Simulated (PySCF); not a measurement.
C2H5O2, doublet, geometry from GFN2-xTB; MP2/def2-SV(P) (PySCF).

Here is a job for PySCF.
```python
from pyscf import gto, scf, mp

mol = gto.Mole()
mol.atom = '''
    O     1.418045   -0.014869    0.725216
    C     0.839682   -0.327337   -0.393728
    C    -0.760296   -0.438107   -0.183920
    O    -1.327442    0.778304    0.086944
    H     0.979204    0.409820   -1.214570
    H     1.088606   -1.350541   -0.748511
    H    -0.936806   -1.079162    0.679755
    H    -1.144424   -0.892227   -1.105899
    H    -1.187717    1.397299   -0.642170
'''
mol.basis = 'def2-sv(p)'
mol.charge = 0
mol.spin = 1
mol.verbose = 4
mol.build()

mf = scf.UHF(mol)
mf.kernel()

pt = mp.MP2(mf)
pt.kernel()
print('E(MP2) = %.10f' % pt.e_tot)
mf.analyze()
```

It wrote (shortened):

```
PySCF version 2.14.0

[INPUT] verbose = 4
[INPUT] num. atoms = 9
[INPUT] num. electrons = 33
[INPUT] charge = 0
[INPUT] spin (= nelec alpha-beta = 2S) = 1
[INPUT] symmetry False subgroup None
[INPUT] Mole.unit = angstrom
[INPUT] Symbol           X                Y                Z      unit          X                Y                Z       unit  Magmom
[...]
nuclear repulsion = 124.490194143326
number of shells = 34
number of NR pGTOs = 116
number of NR cGTOs = 66
basis = def2-sv(p)
ecp = {}

******** <class 'pyscf.scf.uhf.UHF'> ********
method = UHF
initial guess = minao
damping factor = 0
level_shift factor = 0
DIIS = <class 'pyscf.scf.diis.CDIIS'>
diis_start_cycle = 1
diis_space = 8
diis_damp = 0
SCF conv_tol = 1e-09
SCF conv_tol_grad = None
SCF max_cycles = 50
direct_scf = True
direct_scf_tol = 1e-13
number electrons alpha = 17  beta = 16
Set gradient conv threshold to 3.16228e-05
init E= -228.509066392

cycle= 1 E= -227.826771317369  delta_E= 0.682  |g|= 0.636  |ddm|= 1.94
cycle= 2 E= -227.943671600421  delta_E= -0.117  |g|= 0.554  |ddm|= 0.949
cycle= 3 E= -228.063952112449  delta_E= -0.12  |g|= 0.0988  |ddm|= 0.486
cycle= 4 E= -228.085062854392  delta_E= -0.0211  |g|= 0.0711  |ddm|= 0.198
cycle= 5 E= -228.09699790694  delta_E= -0.0119  |g|= 0.0358  |ddm|= 0.177
cycle= 6 E= -228.100174691449  delta_E= -0.00318  |g|= 0.0143  |ddm|= 0.0991
cycle= 7 E= -228.100573195518  delta_E= -0.000399  |g|= 0.00667  |ddm|= 0.0337
cycle= 8 E= -228.1006738037  delta_E= -0.000101  |g|= 0.00351  |ddm|= 0.0188
cycle= 9 E= -228.100705914433  delta_E= -3.21e-05  |g|= 0.002  |ddm|= 0.0112
cycle= 10 E= -228.10071874126  delta_E= -1.28e-05  |g|= 0.00109  |ddm|= 0.00715
cycle= 11 E= -228.100723142682  delta_E= -4.4e-06  |g|= 0.000777  |ddm|= 0.00385
cycle= 12 E= -228.100725779865  delta_E= -2.64e-06  |g|= 0.000678  |ddm|= 0.00229
cycle= 13 E= -228.100728258187  delta_E= -2.48e-06  |g|= 0.000633  |ddm|= 0.00226
cycle= 14 E= -228.100730697265  delta_E= -2.44e-06  |g|= 0.000615  |ddm|= 0.0023
cycle= 15 E= -228.100735351411  delta_E= -4.65e-06  |g|= 0.000586  |ddm|= 0.00455
cycle= 16 E= -228.100745873756  delta_E= -1.05e-05  |g|= 0.000521  |ddm|= 0.0113
cycle= 17 E= -228.100760757952  delta_E= -1.49e-05  |g|= 0.000418  |ddm|= 0.02
cycle= 18 E= -228.100769274578  delta_E= -8.52e-06  |g|= 0.000317  |ddm|= 0.0161
cycle= 19 E= -228.100775274467  delta_E= -6e-06  |g|= 0.000223  |ddm|= 0.0189
cycle= 20 E= -228.100776598167  delta_E= -1.32e-06  |g|= 0.000112  |ddm|= 0.00864
[...]
converged SCF energy = -228.100777030668  <S^2> = 0.76361682  2S+1 = 2.0135708
E(UMP2) = -228.68291012093  E_corr = -0.582133090261948
E(SCS-UMP2) = -228.670997180297  E_corr = -0.570220149628828
E(MP2) = -228.6829101209
Total Energy =                        -228.100777030667871
[...]
spin_pop of  2 C 1s       -0.00000
spin_pop of  2 C 2s        0.02432
spin_pop of  2 C 3s        0.00013
spin_pop of  2 C 2px       0.09344
spin_pop of  2 C 2py       0.00504
spin_pop of  2 C 2pz       0.00520
spin_pop of  2 C 3px       0.00030
spin_pop of  2 C 3py      -0.00003
spin_pop of  2 C 3pz       0.00016
spin_pop of  2 C 3dxy     -0.00007
spin_pop of  2 C 3dyz      0.00004
spin_pop of  2 C 3dz^2     0.00002
spin_pop of  2 C 3dxz      0.00003
spin_pop of  2 C 3dx2-y2    0.00029
spin_pop of  3 O 1s       -0.00000
spin_pop of  3 O 2s        0.00000
spin_pop of  3 O 3s        0.00002
spin_pop of  3 O 2px       0.00564
spin_pop of  3 O 2py      -0.00329
spin_pop of  3 O 2pz      -0.00031
spin_pop of  3 O 3px       0.00042
spin_pop of  3 O 3py       0.00002
spin_pop of  3 O 3pz       0.00004
spin_pop of  3 O 3dxy     -0.00002
spin_pop of  3 O 3dyz     -0.00000
spin_pop of  3 O 3dz^2    -0.00000
spin_pop of  3 O 3dxz     -0.00002
spin_pop of  3 O 3dx2-y2   -0.00001
spin_pop of  4 H 1s        0.01567
spin_pop of  4 H 2s       -0.00003
spin_pop of  5 H 1s        0.03803
spin_pop of  5 H 2s        0.00001
spin_pop of  6 H 1s       -0.00712
spin_pop of  6 H 2s       -0.00002
spin_pop of  7 H 1s        0.00387
spin_pop of  7 H 2s       -0.00017
spin_pop of  8 H 1s        0.00051
spin_pop of  8 H 2s       -0.00003
 ** Mulliken Spin Density (per atom)  **
spin density of  0 O =      0.95587
spin density of  1 C =     -0.13797
spin density of  2 C =      0.12887
spin density of  3 O =      0.00250
spin density of  4 H =      0.01564
spin density of  5 H =      0.03805
spin density of  6 H =     -0.00714
spin density of  7 H =      0.00371
spin density of  8 H =      0.00048
 ** Mulliken pop alpha/beta on meta-lowdin orthogonal AOs **
 ** Mulliken pop       alpha | beta **
In total            17.00000 | 16.00000
 ** Mulliken atomic charges   ( Nelec_alpha | Nelec_beta ) **
charge of  0O =     -0.25073  (     4.60330      3.64743 )
charge of  1C =      0.07985  (     2.89109      3.02906 )
charge of  2C =      0.12835  (     3.00026      2.87139 )
charge of  3O =     -0.52050  (     4.26150      4.25900 )
charge of  4H =      0.04190  (     0.48687      0.47123 )
charge of  5H =      0.05996  (     0.48904      0.45100 )
charge of  6H =      0.09315  (     0.44985      0.45699 )
charge of  7H =      0.06109  (     0.47131      0.46760 )
charge of  8H =      0.30694  (     0.34677      0.34629 )
Dipole moment(X, Y, Z, Debye): -0.42462, -0.68255, -2.88192
```
